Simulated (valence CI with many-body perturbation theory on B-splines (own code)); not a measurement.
Values are calculated unless marked as measured or tabulated.
A CI+MBPT run for Cd¹⁵⁺

Method: relativistic CI+MBPT: five valence electrons over a frozen Dirac-Fock core [Ar] 3d10, a basis of 6 s, 6 p, 5 d, 3 f, 1 g functions for each j, with the one-electron correlation potential Σ1 (screened to all orders), the two-electron term Σ2, the three-electron term Σ3, Breit, model QED; selected single and double excitations, second order for the rest, scaled by the run's own slope (own B-spline code, finite nucleus).

Command, and the settings that its task file holds:

```sh
python run_cv.py task.json out
```

```
atom Cd  Z=48  mass_number=114  rms_radius_fm=4.6087
core [Ar] 3d10
valence 4s2 4p3
avg = 1
basis = S
breit = 1
cap = 10000
capref = 1200
cscale = 1
de = -6.667
dress = 0
eps = 2e-08
extrap = 1
h = 0.27
hh = 1
l2 = 3
lcore = 6
maxit = 60
n2 = 5
natural = 1
nlev = 21
nno = [3, 3, 3, 2, 1]
nroot = 26
nsp = [3, 3, 2, 1, 0]
pt2 = 1
qed = 1
rpa = 1
s1 = 1
s2 = 1
s3 = 1
screen = 1
tol = 2e-05
whole = 1
```

It took 49 s on 1 thread of Arm Neoverse V1 (shared host).

Log. The first blocks belong to the next ion, which gives the ionisation energy. Fields: 2J, parity (1 odd), roots, reference size, generating configurations, candidates as configurations/state functions, variational space P, stored matrix elements, Davidson steps; e2 is the range of second-order energies in hartree. The first line gives the box (bohr), its intervals, the orbitals and the steps of their self-consistent field. Window is the range of levels sought, series limit the energy at which the first omitted orbital would enter, core excitation an estimate of the first excitation out of the core, left out the lowest levels not solved, and shifts from estimates the range by which levels moved from their first estimate, all in cm⁻¹.

```
rmax 7.2 intervals 61 orbitals 36 references ['4s2 4p3', '4s 4p4', '4s2 4p2 4d', '4p5', '4s 4p3 4d'] scf 6 t 1.1
2J=0 par=0 roots 2 ref 27 generators 8 cand 697/966 P 720/993 nnz 0 it 0
2J=0 par=0 roots 2 ref 27 generators 18 cand 1561/2460 P 2281/3453 nnz 8.3e+05 it 5
   second order: generators 40 cand 8303/15792 e2 -0.00003 -0.00003
reference levels 458, estimated 48, window 597723 1/cm; series limit 1886534, core excitation 3118181
2J=3 par=1 roots 4 ref 47 generators 18 cand 255/1012 P 929/3542 nnz 1.4e+06 it 5
2J=3 par=1 roots 4 ref 47 generators 33 cand 1137/6307 P 2066/9849 nnz 8.8e+06 it 8
   second order: generators 69 cand 21892/296985 e2 -0.00198 -0.00029
2J=5 par=1 roots 2 ref 44 generators 10 cand 179/942 P 766/3467 nnz 1.6e+06 it 5
2J=5 par=1 roots 2 ref 44 generators 26 cand 968/6517 P 1734/9984 nnz 9.8e+06 it 9
   second order: generators 51 cand 20343/344995 e2 -0.00256 -0.00068
2J=1 par=1 roots 2 ref 30 generators 12 cand 322/996 P 1219/3506 nnz 1.3e+06 it 4
2J=1 par=1 roots 2 ref 30 generators 26 cand 1469/6486 P 2688/9992 nnz 7.4e+06 it 8
   second order: generators 46 cand 18322/147437 e2 -0.00059 -0.00029
2J=5 par=0 roots 6 ref 71 generators 21 cand 144/871 P 677/3069 nnz 1.2e+06 it 10
2J=5 par=0 roots 6 ref 71 generators 41 cand 1082/6601 P 1759/9670 nnz 8.5e+06 it 11
   second order: generators 79 cand 23712/413553 e2 -0.00400 -0.00139
2J=3 par=0 roots 7 ref 69 generators 21 cand 188/1002 P 820/3527 nnz 1.5e+06 it 9
2J=3 par=0 roots 7 ref 69 generators 42 cand 1136/6416 P 1956/9943 nnz 8.4e+06 it 10
   second order: generators 75 cand 23607/339064 e2 -0.00356 -0.00105
2J=1 par=0 roots 5 ref 45 generators 20 cand 306/996 P 1178/3527 nnz 1.3e+06 it 7
2J=1 par=0 roots 5 ref 45 generators 35 cand 1548/6442 P 2726/9969 nnz 7.5e+06 it 8
   second order: generators 71 cand 23463/197229 e2 -0.00129 -0.00030
2J=7 par=0 roots 4 ref 51 generators 17 cand 136/975 P 697/3500 nnz 1.7e+06 it 5
2J=7 par=0 roots 4 ref 51 generators 35 cand 982/6339 P 1679/9839 nnz 9.4e+06 it 10
   second order: generators 62 cand 21471/404011 e2 -0.00279 -0.00258
2J=9 par=0 roots 2 ref 31 generators 11 cand 250/1087 P 899/3736 nnz 1.7e+06 it 5
2J=9 par=0 roots 2 ref 31 generators 28 cand 894/6242 P 1793/9978 nnz 1e+07 it 6
   second order: generators 48 cand 18660/349980 e2 -0.00180 -0.00167
left out: unestimated 867585, estimated 657949, shifts from estimates 0 to 65
operators 2.2
```

The Davidson iterations converged.

No measured spectrum was set against this ion. As an estimate, levels hold to about 250 cm⁻¹ or 0.2 % of their energy and the worst to 1 %, as in measured heavy ions of charge 2 to 7; those with d or f electrons hold less well. Among the levels kept, up to 880 cm⁻¹ of a level comes from second order outside the variational space, and about a tenth of that is noise between levels of different J, which matters for small intervals.

```
Valence energy                            : -85.25748 hartree
Ionisation energy                         : 386.55 eV (NIST: 385 ± 3 eV (theoretical))
Reference configurations for the orbitals : 4s2 4p3, 4s 4p4, 4s2 4p2 4d, 4p5, 4s 4p3 4d
Radial orbitals                           : 36
Box radius                                : 7.163 bohr
Largest variational space                 : 9992
Lowest levels                             : 4s²4p³ ⁴S°_3/2 0, 4s²4p³ ²D°_3/2 51144, 4s²4p³ ²D°_5/2 68876, 4s²4p³ ²P°_1/2 95549, 4s²4p³ ²P°_3/2 142870, 4s4p⁴ ⁴P_5/2 350080, 4s4p⁴ ⁴P_3/2 385970, 4s4p⁴ ⁴P_1/2 391620, 4s4p⁴ ²D_3/2 433440, 4s4p⁴ ²D_5/2 449450, 4s4p⁴ ²S_1/2 487460, 4s4p⁴ ²P_3/2 496110, 4s²4p²4d ⁴F_3/2 524880, 4s²4p²4d ⁴F_5/2 541390 cm⁻¹
```

Names give the largest LS component (configuration and term), which can be under half, so a name can repeat, a term be missing and a line seem to break the LS rules; names also repeat where a configuration has a term twice.
